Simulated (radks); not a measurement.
Removal energies from the iron ion Fe11+, [Ne] 3s2 3p3, by Delta-SCF beside the eigenvalue of the level emptied. All-electron calculation, scalar-relativistic Kohn-Sham, LDA (Slater exchange, Perdew-Wang correlation), spin-polarised, spherical densities, finite nucleus; Fermi nuclear charge, rms radius of each element as measured or else 0.836 A^(1/3) + 0.57 fm. Program: a radial shooting solver on a logarithmic mesh with Libxc functionals. Open shells are filled with parallel spins first.

removed from	final configuration	Delta-SCF (eV)	-eigenvalue (eV)
3p	[Ne] 3s2 3p2	328.66	313.32
3s	[Ne] 3s1 3p3	354.04	340.55
2p	[He] 2s2 2p5 3s2 3p3	1039.3	997.48
2s	[He] 2s1 2p6 3s2 3p3	1152.9	1116.1
